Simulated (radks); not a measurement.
Question: The mean radii <r> (bohr) of the occupied orbitals of an atom or ion are listed with their occupations. All-electron calculation, non-relativistic Kohn-Sham, PBE, spin-polarised, spherical densities, point nucleus. Program: a radial shooting solver on a logarithmic mesh with Libxc functionals.

| orbital | occ. | <r> |
|---|---|---|
| 1s up | 1 | 0.02333 |
| 1s down | 1 | 0.02333 |
| 2s up | 1 | 0.09926 |
| 2s down | 1 | 0.09925 |
| 2p up | 3 | 0.08416 |
| 2p down | 3 | 0.08415 |
| 3s up | 1 | 0.2559 |
| 3s down | 1 | 0.2556 |
| 3p up | 3 | 0.2457 |
| 3p down | 3 | 0.2453 |
| 3d up | 5 | 0.2177 |
| 3d down | 5 | 0.2174 |
| 4s up | 1 | 0.5744 |
| 4s down | 1 | 0.5746 |
| 4p up | 3 | 0.5867 |
| 4p down | 3 | 0.5869 |
| 4d up | 5 | 0.6166 |
| 4d down | 5 | 0.6168 |
| 5s up | 1 | 1.284 |
| 5s down | 1 | 1.299 |
| 5p up | 3 | 1.377 |
| 4f up | 7 | 0.7251 |

Name the element and its charge. Open shells, if any, are filled with parallel spins first.

Answer: Z = 65, terbium, charge +7: Tb7+ in [Kr] 4d10 4f7 5s2 5p3. The 1s radius gives Z: for a bare nucleus <r> = 1.5/Z, 0.02308 bohr for Z = 65, and screening makes it slightly larger (0.02333 here). The occupations add up to 58, and the charge is Z minus that.
